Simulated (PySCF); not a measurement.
beryllium dihydride, BeH₂, SMILES [BeH2], point group D∞h.

Level: B3LYP/pcJ-1 in PySCF (density fitting, grid level 2); geometry and Hessian at that level, cubic constants and property derivatives from steps of ±0.6 along each species' dimensionless normal coordinates, second-order vibrational perturbation theory. The parent has the commonest isotopes.

Equilibrium geometry (Å):

| atom | x | y | z |
| --- | --- | --- | --- |
| Be1 | 0.0153 | -0.0691 | -0.0167 |
| H2 | -1.2867 | -0.3082 | -0.0421 |
| H3 | 1.3174 | 0.1699 | 0.0086 |

Species: ²H at 2. Output of the displacement run:

```
mode    cm-1    km/mol   phi_rrr   E(+)/cm-1  E(-)/cm-1
  1    656.85   293.54       0.3     119.66     119.64
  2    656.98   293.54      -0.1     119.65     119.65
  3   1572.12    34.40     700.5     309.73     259.42
  4   2182.09   155.38    1137.9     436.72     355.08
```

For the shielding of H2 (σe = 28.27 ppm):

| mode | ω (cm⁻¹) | Σr φrrs (cm⁻¹) | ∂σ/∂q | ∂²σ/∂q² |
| --- | --- | --- | --- | --- |
| 1 | 657 | 0 | 0.000 | -0.262 |
| 2 | 657 | 0 | 0.000 | -0.262 |
| 3 | 1572 | 638 | 1.210 | 0.122 |
| 4 | 2182 | 290 | -0.160 | 0.009 |

Question: Work out the zero-point average of this shielding.

Answer: With ⟨qs⟩ = −Σr φrrs/(4ωs) and ⟨qs²⟩ = 1/2: the mean displacements are 0.000, 0.000, -0.101, -0.033. The anharmonic term Σ (∂σ/∂q)⟨q⟩ is -0.12 ppm, the harmonic term ¼ Σ ∂²σ/∂q² is -0.10 ppm, so ⟨σ⟩ = 28.06 ppm.
